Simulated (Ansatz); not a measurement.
Relaxation of CH₄ClGa (7 atoms, charge 0, multiplicity 1), to a largest force component of 0.02 eV/Å in at most 40 steps.

These are results of RKS PBE-D4/def2-SVP in Ansatz, not measurements.

```xyz
7
Properties=species:S:1:pos:R:3:forces:R:3
Ga 0.000 0.000 0.000 -0.25 0.00 0.33
Cl 0.000 0.000 2.240 0.02 0.00 -0.87
H 1.360 0.000 -0.785 0.28 0.00 0.23
C -1.715 0.000 -0.990 0.10 0.03 0.23
H -2.275 -0.930 -0.761 -0.08 0.10 -0.01
H -2.319 0.880 -0.685 -0.08 -0.12 -0.02
H -1.513 0.051 -2.080 0.01 -0.01 0.10
```

Where does it end, and by what steps?

The forces met the threshold. After 5 steps the energy has fallen by 0.080 eV; H3 moved furthest, 0.19 Å.

```tsv
step	energy less start (eV)	largest force component (eV/Å)	accepted
0	0.0000	0.866	yes
1	-0.0683	0.237	yes
2	-0.0771	0.103	yes
3	-0.0794	0.059	yes
4	-0.0797	0.024	yes
5	-0.0797	0.002	yes
```

```xyz
7
Properties=species:S:1:pos:R:3
Ga 0.027 0.001 -0.083
Cl -0.064 0.002 2.098
H 1.494 -0.005 -0.651
C -1.718 0.003 -0.987
H -2.270 -0.920 -0.715
H -2.316 0.866 -0.633
H -1.616 0.053 -2.088
```

Run time: 7.5 s on 1 thread of Intel(R) Xeon(R) 6975P-C (Granite Rapids), on a shared host, peak memory 0.14 GiB.
